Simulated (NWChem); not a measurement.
Everything below was run with NWChem. System: C₂H₄FNOSi, charge 0, spin multiplicity 1, at a geometry optimised with B3LYP/def2-SVP. The structure started from a generated list of species. Level: MP2/def2-SVP, 10 core orbitals frozen.

The NWChem input:

```
start mol
memory heap 200 mb stack 800 mb global 1000 mb
geometry units angstroms nocenter noautoz noautosym
  N      1.823925     0.142136    -0.652098
  Si     0.316177    -0.153840     0.063161
  F      0.647554    -0.778317     1.520314
  C     -1.141109    -0.706518    -0.903389
  C     -1.680455     0.468349    -0.499795
  O     -0.805284     1.173188     0.295509
  H      1.915774     0.438959    -1.617370
  H      2.660038     0.313662    -0.103775
  H     -1.569589    -1.477768    -1.537619
  H     -2.656496     0.932309    -0.688605
end
basis spherical
  * library def2-svp
end
scf
  rhf
  nopen 0
  maxiter 100
  thresh 1e-7
  semidirect memsize 60000000 filesize 0
end
mp2
  freeze core 10
end
task mp2 energy
```

NWChem printed:

```
             Northwest Computational Chemistry Package (NWChem) 7.3.0
             --------------------------------------------------------

                                NWChem Input Module
                                -------------------

 Scaling coordinates for geometry "geometry" by  1.889725989
 (inverse scale =  0.529177249)

                             Geometry "geometry" -> ""
                             -------------------------

 Output coordinates in angstroms (scale by  1.889725989 to convert to a.u.)

  No.       Tag          Charge          X              Y              Z
 ---- ---------------- ---------- -------------- -------------- --------------
    1 N                    7.0000     1.82392500     0.14213600    -0.65209800
    2 Si                  14.0000     0.31617700    -0.15384000     0.06316100
    3 F                    9.0000     0.64755400    -0.77831700     1.52031400
    4 C                    6.0000    -1.14110900    -0.70651800    -0.90338900
    5 C                    6.0000    -1.68045500     0.46834900    -0.49979500
    6 O                    8.0000    -0.80528400     1.17318800     0.29550900
    7 H                    1.0000     1.91577400     0.43895900    -1.61737000
    8 H                    1.0000     2.66003800     0.31366200    -0.10377500
    9 H                    1.0000    -1.56958900    -1.47776800    -1.53761900
   10 H                    1.0000    -2.65649600     0.93230900    -0.68860500

 Effective nuclear repulsion energy (a.u.)     306.4620797633

            Nuclear Dipole moment (a.u.)
            ----------------------------
        X                 Y               Z
 ---------------- ---------------- ----------------
     0.0000188973    -0.0000170075    -0.0000132281


 Summary of "ao basis" -> "" (spherical)
 ------------------------------------------------------------------------------
       Tag                 Description            Shells   Functions and Types
 ---------------- ------------------------------  ------  ---------------------
 *                          def2-svp                  on all atoms
[...]
     1   1 0 0      0.282221      0.000000      0.000019
     1   0 1 0      0.046052      0.000000     -0.000017
     1   0 0 1     -1.074598      0.000000     -0.000013

     2   2 0 0    -24.080010      0.000000    280.939868
     2   1 1 0      1.584341      0.000000    -33.307703
     2   1 0 1      0.126141      0.000000     39.293101
     2   0 2 0    -32.369340      0.000000     87.815642
     2   0 1 1     -0.018810      0.000000    -19.098339
     2   0 0 2    -31.244366      0.000000    129.964650

                   NWChem MP2 Semi-direct Energy/Gradient Module
                   ---------------------------------------------

  Basis functions       =    108
  Molecular orbitals    =    108
  Frozen core           =     10
  Frozen virtuals       =      0
  Active alpha occupied =     17
  Active beta occupied  =     17
  Active alpha virtual  =     81
  Active beta virtual   =     81
  Use MO symmetry       = F
  Use skeleton AO sym   = F

  AO/Fock/Back tols     =   1.0D-09  1.0D-09  1.0D-09

 GA uses MA = F    GA memory limited = T

 Available:
  local mem=  1.15D+08
 global mem=  1.31D+08
 local disk=  0.00D+00
  mp2_memr nvloc                    81
  nvloc new                    81
   1 passes of  17:        3145728                      58908                  26425371.
   1 passes of  17: M    114683782           G      131048672           F     111538054.

 Semi-direct pass number   1 of   1  for RHF alpha+beta  at        4.3s
  vrange nnbf                  5640
  mp2_eaftype                   100  avail_ma_in_mb                   999
 EAF : mp2_eaftype filesize         100   13212686.
  mp2_eaf for mointskh                    100
Node 0 wrote     62.1 Mb in      0.0 s     Agg I/O rate:  2392.0 Mb/s
 Done moints_semi at        7.4s
  mp2_eaftype                   100  avail_ma_in_mb                   899
 EAF : mp2_eaftype filesize         100   13212686.
  mp2_eaf for kh                   100
 Done maket at        7.7s
 Done multipass loop at        7.7s

          -------------------------------------------
          SCF energy                -595.503947438167
          Correlation energy          -0.880624576324
          Singlet pairs               -0.533310978298
          Triplet pairs               -0.347313598026
          Total MP2 energy          -596.384572014490
          -------------------------------------------

          ---------------------------------------------------
                    Spin Component Scaled (SCS) MP2
          Same spin pairs                     -0.231542398684
          Same spin scaling factor             0.333333333333
          Opposite spin pairs                 -0.649082177640
          Opposite spin scaling fact.          1.200000000000
          SCS-MP2 correlation energy          -0.856079412729
          Total SCS-MP2 energy              -596.360026850896
          ---------------------------------------------------

 -----------------------
 Performance information
 -----------------------

 Timer overhead =  1.87D-07 seconds/call

               Nr. of calls         CPU time (s)                 Wall time (s)                GFlops
             ---------------    -------------------     ------------------------------   -------------------
Name         Min   Avg   Max    Min     Avg     Max     Min     Avg     Max   Mx/calls   Min     Max     Sum
mp2: moin     1     1     1    3.1     3.1     3.1      3.1     3.1     3.1     3.1      0.0     0.0     0.0
mp2: make     1     1     1   0.27    0.27    0.27     0.27    0.27    0.27    0.27      0.0     0.0     0.0
mp2: tota     1     1     1    3.4     3.4     3.4      3.4     3.4     3.4     3.4      0.0     0.0     0.0

 The average no. of pstat calls per process was 3.00D+00
 with a timing overhead of 5.62D-07s

 Task  times  cpu:        7.7s     wall:        7.7s

 Total times  cpu:        7.7s     wall:        7.7s
```
